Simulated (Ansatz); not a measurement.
Ansatz (a program for electronic structure) input (RI-MP2/aug-cc-pVTZ):
A basis named .json is the Basis Set Exchange file of that set.

Ansatz 0.2 input:
```yaml
crystal:
  periodic: [false, false, false]
  atoms:
    - {symbol: C, position_ang: [-1.91102411, -1.30841270, 0.28085132]}
    - {symbol: C, position_ang: [-1.17381049, -0.00604046, -0.02398981]}
    - {symbol: C, position_ang: [-1.92867364, 1.20931963, 0.51048842]}
    - {symbol: N, position_ang: [0.18772622, -0.04496683, 0.50744295]}
    - {symbol: B, position_ang: [1.37045365, 0.02977635, -0.22113594]}
    - {symbol: F, position_ang: [1.37184871, 0.15129426, -1.55334642]}
    - {symbol: F, position_ang: [2.56120580, -0.01740866, 0.38771798]}
    - {symbol: H, position_ang: [-2.00525343, -1.45340698, 1.36069805]}
    - {symbol: H, position_ang: [-2.91668259, -1.29413864, -0.14283196]}
    - {symbol: H, position_ang: [-1.37348555, -2.16290198, -0.13109265]}
    - {symbol: H, position_ang: [-1.07564924, 0.09335587, -1.10622281]}
    - {symbol: H, position_ang: [-2.93457293, 1.25794513, 0.08993826]}
    - {symbol: H, position_ang: [-2.02354036, 1.15525082, 1.59862826]}
    - {symbol: H, position_ang: [-1.40359056, 2.13162216, 0.26060190]}
    - {symbol: H, position_ang: [0.24998174, -0.13600952, 1.51041639]}
basis:
  gaussian:
    orbitals: aug-cc-pVTZ
    fitting: {mean_field: def2-universal-jkfit, correlation: aug-cc-pVTZ-RIFIT.json}
total_charge: 1
magnetization: {spin_polarized: true, initial_magnetization: 1}
correlation: {method: mp2, electrons: outside_noble_gas}
```

End of the output:

```
integrals: 1.36 GiB planned
675 factors; integrals over basis functions are off by at most 9.4e-1 eV
1.36 GiB of device memory are held for the factors and their scratch space
mean field: 2.72 GiB planned
mean field evaluation 1: about -10775.5243 eV, gradient 4.3e1 eV
mean field evaluation 2: about -10781.4160 eV, gradient 2.3e1 eV
mean field evaluation 4: about -10783.2482 eV, gradient 2.2e0 eV
mean field evaluation 8: about -10783.4168 eV, gradient 9.4e-3 eV
mean field evaluation 16: about -10780.7736 eV, gradient 3.0e0 eV
mean field -10783.41679849 eV, -396.2832580821 hartree, gradient 4.6e-6 eV, S^2 0.762062; 2 other end points of the search recorded, 0 dependent functions left out
7 core orbitals not correlated
1110 factors; their error is unknown
reference -10783.41679849 eV, -396.2832580821 hartree; 21, 20 occupied and 478, 479 virtual orbitals, 1110 factors
second order -35.44295404 eV of doubles, -0.00000000 eV of singles
Total energy: -10818.85975254 eV, -397.5857626191 hartree
```

This state (charge 1, doublet) is run at the relaxed geometry of the species with charge 0 and multiplicity 1.
